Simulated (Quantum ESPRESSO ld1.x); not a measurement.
Q: The mean radii <r> (bohr) of the occupied orbitals of an atom or ion are listed with their occupations. Calculated with ld1.x of Quantum ESPRESSO 7.5: Dirac Kohn-Sham, PBE, spin-unpolarised, spherical densities, point nucleus.

orbital  occ.      <r>
1s1/2       2  0.02318
2s1/2       2  0.09841
2p1/2       2  0.08242
2p3/2       4  0.08893
3s1/2       2   0.2588
3p1/2       2   0.2484
3p3/2       4   0.2607
3d3/2       4   0.2319
3d5/2       6   0.2357
4s1/2       2   0.5575
4p1/2       2   0.5632
4p3/2       4   0.5841
4d3/2     1.6   0.5919
4d5/2     2.4   0.5981

Name the element and its charge. Open shells, if any, are shared by 2j + 1.

A: Z = 61, promethium, charge +21: Pm21+ in [Kr] 4d4. The 1s radius gives Z: for a bare nucleus <r> = (2 gamma + 1)/(2Z) with gamma = sqrt(1 - (Z/c)^2), 0.02288 bohr for Z = 61, and screening makes it slightly larger (0.02318 here). The occupations add up to 40, and the charge is Z minus that.
